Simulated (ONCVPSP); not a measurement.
**Tb: one change to an ONCV potential, before and after**

terbium, optimised norm-conserving Vanderbilt (ONCV), made with ONCVPSP 4.0.1 (PBEsol, scalar-relativistic). Core [Kr] 4d10 4f8, reference 5s2 5p6 5d1 6s1.5 6p0.5. Waves: 5s+6s: rc 1.70 bohr, ncon 3, nbas 6, qcut 5.6 1/bohr, 3 projectors, debl 0.4 Ha; 5p+6p: rc 2.70 bohr, ncon 4, nbas 8, qcut 4.3 1/bohr, 2 projectors; 5d: rc 3.25 bohr, ncon 4, nbas 8, qcut 5.7 1/bohr, 2 projectors, debl 3.2 Ha; f scattering state at 0.1 Ha: rc 3.40 bohr, ncon 4, nbas 9, qcut 3.5 1/bohr, 2 projectors, debl 2.5 Ha. Local part: polynomial inside 1.55 bohr (lpopt 5, dvloc0 0 Ha). Core correction: Teter function, fcfact 3.5, rcfact 1.7.

Change: s: qcut 3.6.

Cutoffs: the cutoffs (Ha) at which the residual kinetic energy of the hardest occupied pseudo-wave falls to 1 and 0.1 mHa per electron; they do not see the model core or the augmentation charge, which bear on the density cutoff. Errors are all-electron minus pseudo energies relative to the spin-unpolarised reference configuration.

Task: What does the change do?

Result: The potential gets harder (13 Ha and 23 Ha → 31 Ha and 66 Ha); a bound ghost appears in s, which as a rule spoils a file; of the 4 tests that both files solve, the error grows in 1 and shrinks in 0 by more than 15 % and 0.3 meV (median size 1.3 → 1.5 meV).

```csv
quantity,base,changed
"cutoff, loose",13 Ha,31 Ha
"cutoff, tight",23 Ha,66 Ha
loose cutoff by channel,"s 13 Ha, p 7.0 Ha, d 8.2 Ha","s 31 Ha, p 7.0 Ha, d 8.2 Ha"
bound ghosts,none,s
GHOST(+) flags under 300 eV,f at 267.5 eV,f at 267.5 eV
"error for 5s2 5p6 5d1 6s2 6p0, meV [ΔE -1.47 eV]",+0.2,+0.1
"error for 5s2 5p6 5d1 6s1 6p0, meV [ΔE 5.30 eV]",-2.2,-2.4
"error for 5s2 5p6 5d1 6s0 6p0, meV [ΔE 17.51 eV]",-9.6,-13
"error for 5s2 5p6 5d1 6s1 6p1, meV [ΔE 1.50 eV]",-0.5,-0.6
s: phases at 1.73 bohr within 0.05 rad from the reference energy up to (Ha; the scan ends near 5),to the end of the scan,to the end of the scan
p: phases at 2.74 bohr within 0.05 rad from the reference energy up to (Ha; the scan ends near 5),3.2,3.2
d: phases at 3.30 bohr within 0.05 rad from the reference energy up to (Ha; the scan ends near 5),to the end of the scan,to the end of the scan
f: phases at 3.46 bohr within 0.05 rad from the reference energy up to (Ha; the scan ends near 5),1.8,1.8
"rms error of d²Exc/dni dnj with the model core, mHa",1.32,1.36
```

 A true bound ghost makes a file unfit for plane-wave use even where its test errors are small: the radial tests pick states by their node count and pass the ghost by.
